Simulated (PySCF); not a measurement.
C2H10N2Sn, singlet, at a GFN2-xTB geometry (such geometries of metal compounds can be far from the true shape) (all electrons, no relativity); CASSCF(8,7)/STO-3G run with PySCF.

Input for PySCF:
```python
from pyscf import gto, scf, mcscf
import numpy

mol = gto.M(
    atom='''
Sn   -0.317329    0.092407   -0.202233
N    -0.764045   -1.759076    0.507567
N    -1.796266    1.172220    0.667715
C     1.760516    0.505721    0.378241
C     2.770715   -0.419515   -0.266327
H    -0.603896    0.325061   -1.877276
H    -0.309958   -2.525909    0.029086
H    -1.756085   -1.956612    0.493499
H    -1.923447    0.950646    1.646559
H    -1.690477    2.175829    0.609682
H     1.802574    0.411747    1.462695
H     1.985025    1.540789    0.125029
H     2.736716   -0.346261   -1.350210
H     3.775055   -0.152214    0.060838
H     2.585765   -1.452675    0.013277
''',
    basis='sto-3g',
    charge=0,
    spin=0,
    verbose=4,
)

mf = scf.RHF(mol)
mf.kernel()
mc = mcscf.CASSCF(mf, 7, 8)
mc.fix_spin_(ss=0.0)
mc.kernel()
occ = numpy.linalg.eigvalsh(mc.fcisolver.make_rdm1(mc.ci, mc.ncas, mc.nelecas))[::-1]
ss = mc.fcisolver.spin_square(mc.ci, mc.ncas, mc.nelecas)[0]
print('natural occupations', occ.round(4), ' <S^2>', round(ss, 4))
```

The log (banner, timings and long lists left out):

```
PySCF version 2.14.0

[INPUT] verbose = 4
[INPUT] num. atoms = 15
[INPUT] num. electrons = 86
[INPUT] charge = 0
[INPUT] spin (= nelec alpha-beta = 2S) = 0
[INPUT] symmetry False subgroup None
[INPUT] Mole.unit = angstrom
[INPUT] Symbol           X                Y                Z      unit          X                Y                Z       unit  Magmom
[...]
nuclear repulsion = 514.013022352042
number of shells = 33
number of NR pGTOs = 171
number of NR cGTOs = 57
basis = sto-3g
ecp = {}

******** <class 'pyscf.scf.hf.RHF'> ********
method = RHF
initial guess = minao
damping factor = 0
level_shift factor = 0
DIIS = <class 'pyscf.scf.diis.CDIIS'>
diis_start_cycle = 1
diis_space = 8
diis_damp = 0
SCF conv_tol = 1e-09
SCF conv_tol_grad = None
SCF max_cycles = 50
direct_scf = True
direct_scf_tol = 1e-13
Set gradient conv threshold to 3.16228e-05
Initial guess from minao.
init E= -6134.79212724925
[...]
cycle= 1 E= -6151.29668925385  delta_E= -16.5  |g|= 0.598  |ddm|= 4.53
[...]
cycle= 2 E= -6151.43792748346  delta_E= -0.141  |g|= 0.122  |ddm|= 1.07
[...]
cycle= 3 E= -6151.44464525079  delta_E= -0.00672  |g|= 0.0347  |ddm|= 0.252
[...]
cycle= 4 E= -6151.44528206895  delta_E= -0.000637  |g|= 0.00829  |ddm|= 0.0747
[...]
cycle= 5 E= -6151.44534004855  delta_E= -5.8e-05  |g|= 0.00223  |ddm|= 0.0287
[...]
cycle= 6 E= -6151.44534454097  delta_E= -4.49e-06  |g|= 0.000752  |ddm|= 0.00788
[...]
cycle= 7 E= -6151.445345127  delta_E= -5.86e-07  |g|= 0.000116  |ddm|= 0.00363
[...]
cycle= 8 E= -6151.44534513999  delta_E= -1.3e-08  |g|= 2.52e-05  |ddm|= 0.000464
[...]
cycle= 9 E= -6151.44534514057  delta_E= -5.81e-10  |g|= 5.01e-06  |ddm|= 9.66e-05
[...]
Extra cycle  E= -6151.44534514056  delta_E= 1.36e-11  |g|= 1.85e-06  |ddm|= 1.05e-05
converged SCF energy = -6151.44534514056

******** <class 'pyscf.mcscf.mc1step.CASSCF'> ********
CAS (4e+4e, 7o), ncore = 39, nvir = 11
max_cycle_macro = 50
max_cycle_micro = 4
conv_tol = 1e-07
conv_tol_grad = None
orbital rotation max_stepsize = 0.02
orbital rotation threshold for CI restart = 0.01
augmented hessian ah_max_cycle = 30
augmented hessian ah_conv_tol = 1e-12
augmented hessian ah_linear dependence = 1e-14
augmented hessian ah_level shift = 1e-08
augmented hessian ah_start_tol = 2.5
augmented hessian ah_start_cycle = 3
augmented hessian ah_grad_trust_region = 3
kf_trust_region = 3
kf_interval = 4
ci_response_space = 4
ci_grad_trust_region = 3
with_dep4 0
natorb = False
canonicalization = True
sorting_mo_energy = False
[...]
CASCI E = -6151.46011351888  S^2 = 0.0000000
[...]
macro iter   6 (  7 JK    2 micro), CASSCF E = -6151.48464121179  dE = -7.44210171e-04  S^2 = 0.0000000
               |grad[o]|=0.00466  |grad[c]|=0.00246  |ddm|=0.0089  |maxRot[o]|=0.0673
macro iter   7 (  7 JK    2 micro), CASSCF E = -6151.48521099402  dE = -5.69782230e-04  S^2 = 0.0000000
               |grad[o]|=0.00329  |grad[c]|=0.00638  |ddm|=0.0136  |maxRot[o]|=0.0697
macro iter   8 (  7 JK    2 micro), CASSCF E = -6151.48574033063  dE = -5.29336605e-04  S^2 = 0.0000000
               |grad[o]|=0.00309  |grad[c]|=0.00405  |ddm|=0.0149  |maxRot[o]|=0.0696
macro iter   9 (  7 JK    2 micro), CASSCF E = -6151.48617161959  dE = -4.31288958e-04  S^2 = 0.0000000
               |grad[o]|=0.00306  |grad[c]|=0.00449  |ddm|=0.0128  |maxRot[o]|=0.0682
macro iter  10 (  7 JK    2 micro), CASSCF E = -6151.48637854006  dE = -2.06920475e-04  S^2 = 0.0000000
               |grad[o]|=0.00238  |grad[c]|=0.0103  |ddm|=0.00616  |maxRot[o]|=0.0696
macro iter  11 ( 10 JK    3 micro), CASSCF E = -6151.48628071207  dE =  9.78279968e-05  S^2 = 0.0000000
               |grad[o]|=0.00107  |grad[c]|=0.00583  |ddm|=0.000786  |maxRot[o]|=0.0464
macro iter  12 ( 21 JK    4 micro), CASSCF E = -6151.48631992788  dE = -3.92158154e-05  S^2 = 0.0000000
               |grad[o]|=0.00179  |grad[c]|=0.00199  |ddm|=0.000695  |maxRot[o]|=0.0245
macro iter  13 (  7 JK    2 micro), CASSCF E = -6151.48639578001  dE = -7.58521328e-05  S^2 = 0.0000000
               |grad[o]|=0.000849  |grad[c]|=0.00291  |ddm|=0.00179  |maxRot[o]|=0.0383
macro iter  14 (  5 JK    2 micro), CASSCF E = -6151.48641155351  dE = -1.57734976e-05  S^2 = 0.0000000
               |grad[o]|=0.000359  |grad[c]|=0.00116  |ddm|=0.000489  |maxRot[o]|= 0.02
macro iter  15 (  5 JK    1 micro), CASSCF E = -6151.48641284516  dE = -1.29164437e-06  S^2 = 0.0000000
               |grad[o]|=0.000108  |grad[c]|=0.000412  |ddm|=6.13e-05  |maxRot[o]|=0.00571
macro iter  16 (  1 JK    1 micro), CASSCF E = -6151.48641284522  dE = -6.91215973e-11  S^2 = 0.0000000
               |grad[o]|=2.8e-05  |grad[c]|=1.29e-05  |ddm|=    0  |maxRot[o]|=    0
1-step CASSCF converged in  16 macro (181 JK  43 micro) steps
CASSCF canonicalization
Density matrix diagonal elements [1.98521384 1.97541608 1.98207975 1.98064225 0.03220306 0.02439095
 0.02005406]
CASSCF energy = -6151.48641284522
CASCI E = -6151.48641284522  E(CI) = -11.8646738280750  S^2 = 0.0000000
natural occupations [1.9973 1.9821 1.9745 1.971  0.0338 0.0218 0.0195]  <S^2> 0.0
```
